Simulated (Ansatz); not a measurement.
Basis-set extrapolation for `NC([SiH3])[SiH2]Cl` (PBE0-D4/def2-TZVP geometry, frozen core, Ansatz). Multiplicity 1, RHF reference.

|  | def2-TZVPP | def2-QZVPP |
| --- | --- | --- |
| HF | -1134.453687 | -1134.489200 |
| MP2 correlation | -0.832239 | -0.897219 |
| CCSD(T) correlation | -0.935241 | not run |

Energies in hartree. Use E(X) = E(∞) + A·exp(−7.88·√X) for Hartree–Fock and E(X) = E(∞) + B·X^(−2.97) for correlation, with X = 3 and 4, and add CCSD(T) minus MP2 of the smaller set to the MP2 limit.

What is the CCSD(T) energy at the basis-set limit?

HF limit: -1134.489200 + (-0.035513) × 0.13774 = -1134.49409. MP2 limit: -0.897219 + (-0.064980) × 0.74074 = -0.94535. Higher-order term: -0.935241 − (-0.832239) = -0.10300. Total: -1135.54244 hartree, 403.0 kJ/mol below CCSD(T)/def2-TZVPP.
